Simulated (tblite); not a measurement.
Question: Write Cartesian coordinates for `C#CC[Si@]1(F)CCO1` as optimised with GFN2-xTB.

Answer: 
```
atom  x, y, z in Å
C1     3.1283    0.5767    1.3569
C2     2.2538   -0.1955    1.0919
C3     1.1950   -1.1228    0.7705
Si4    0.0516   -0.4505   -0.5824
F5     0.9749   -0.0324   -1.8444
C6    -1.4581    0.6775   -0.3269
C7    -2.2364   -0.5287   -0.8606
O8    -1.1618   -1.4616   -1.0611
H9     3.8997    1.2469    1.5915
H10    1.6417   -2.0533    0.4131
H11    0.6362   -1.3553    1.6788
H12   -1.5224    1.5522   -0.9645
H13   -1.7302    0.9588    0.6840
H14   -2.9462   -0.9567   -0.1535
H15   -2.7306   -0.3530   -1.8152
```

Orientation and origin are arbitrary. Atoms count from 1 in this order. The 4-membered ring Si4–C6–C7–O8 has internal angles of 79.6° to 100.4°; it is planar, 0.01 Å rms from its mean plane, widest ring torsion 1°. The C–C distances run from 1.196 Å (C1≡C2, drawn triple) to 1.531 Å (C6–C7, drawn single), a spread of 0.335 Å. Si4 (fluorine-bound silicon) has angles from 79.6° to 126.4°.

Bonds between heavy atoms (Å): C1≡C2 1.196, C2–C3 1.444, C3–Si4 1.895, Si4–F5 1.619, Si4–C6 1.902, C6–C7 1.531, C7–O8 1.437, Si4–O8 1.650.

Structure optimised with GFN2-xTB, isolated species.

Point group: C1 (no symmetry element, even within 0.4 Å). Its GFN2-xTB frequencies are all real (lowest 27 cm⁻¹). The numbers are those of one conformer (C2–C3–Si4–F5 54°). 3 starts were optimised and ended at 0.00, 0.05 and 1.09 kcal/mol (GFN2-xTB); the lowest of these is shown.

Hardware: one thread, Arm Neoverse N1 (aarch64), no GPU, shared host with 64 logical CPUs at a one-minute load of 61. Cost: 1.3 s wall. This is the geometry optimisation.

The numbers are calculated, not measured.
